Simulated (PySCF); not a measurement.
H$_{2}$Si (SMILES [SiH2]), triplet, geometry from GFN2-xTB.

The PySCF input:
```python
from pyscf import gto, scf, dft

mol = gto.M(
    atom='''
Si   -0.00166170    0.08538378    0.00495698
H    -1.25761844   -0.62511866    0.01233517
H     1.28088231   -0.57025423   -0.08173290
''',
    basis='6-31g',
    spin=2,
    verbose=4,
)

mf = dft.UKS(mol)
mf.xc = 'lda,vwn'
mf.kernel()
```

### Question
Give the nuclear repulsion energy at the level SVWN5/6-31G run with PySCF.

### Answer
10.4763 Eh

### Question
Give the <S^2> at the level SVWN5/6-31G.

### Answer
2.002

### Question
Predict the dipole moment from SVWN5/6-31G.

### Answer
0.38 D

These values belong to the state on which the SCF converged, which isn't shown to be the lowest.
